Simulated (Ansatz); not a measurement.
A run on `ClC1[CH2][GeH2][O]1` with other settings.

```yaml
crystal:
  periodic: [false, false, false]
  atoms:
    - {symbol: Cl, position_ang: [-1.395796, -0.551247, -1.973599]}
    - {symbol: C, position_ang: [-1.053183, -0.167031, -0.228260]}
    - {symbol: C, position_ang: [0.218599, -0.895872, 0.234861]}
    - {symbol: Ge, position_ang: [1.009120, 0.897207, 0.261370]}
    - {symbol: O, position_ang: [-0.768885, 1.182823, -0.061523]}
    - {symbol: H, position_ang: [-1.974618, -0.444966, 0.285030]}
    - {symbol: H, position_ang: [0.106573, -1.323744, 1.231568]}
    - {symbol: H, position_ang: [0.603890, -1.642251, -0.452924]}
    - {symbol: H, position_ang: [1.431568, 1.523413, 1.598389]}
    - {symbol: H, position_ang: [1.905832, 1.370467, -0.891913]}
basis:
  gaussian: {orbitals: def2-SVPD, final_grid: {core_spheres: 5, valence_spheres: 4, degree: 11}}
magnetization: {spin_polarized: true, initial_magnetization: 0}
hamiltonian: {xc: {name: LC-wPBE}}
```

```sh
$ ansatz run in.yaml --threads 4 --pin off --events-out ev --progress --plain --max-ram 10444MiB
```

Shortened log:

```
Functional definition: LC-wPBE
1528 factors; their error is unknown
641 factors; integrals over basis functions are off by at most 3.1e-5 eV
mean field evaluation 1: about -73211.3975 eV, gradient 3.6e1 eV
mean field evaluation 2: about -73210.6112 eV, gradient 4.2e1 eV
mean field evaluation 4: about -73216.2517 eV, gradient 1.6e0 eV
mean field evaluation 8: about -73216.2824 eV, gradient 1.3e-1 eV
mean field evaluation 16: about -73216.2129 eV, gradient 2.3e-4 eV
mean field -73216.21287412 eV, -2690.6461953922 hartree, gradient 1.0e-5 eV, S^2 0.000000; 0 other end points of the search recorded, 0 dependent functions left out
reference -73216.21287412 eV, -2690.6461953924 hartree; 37, 37 occupied and 131, 131 virtual orbitals, 1528 factors
Total energy: -73216.21287412 eV, -2690.6461953924 hartree
```

It took 3 s on 4 threads of an Arm Neoverse V1 on a shared host, with 0.49 GiB of host memory at the peak.
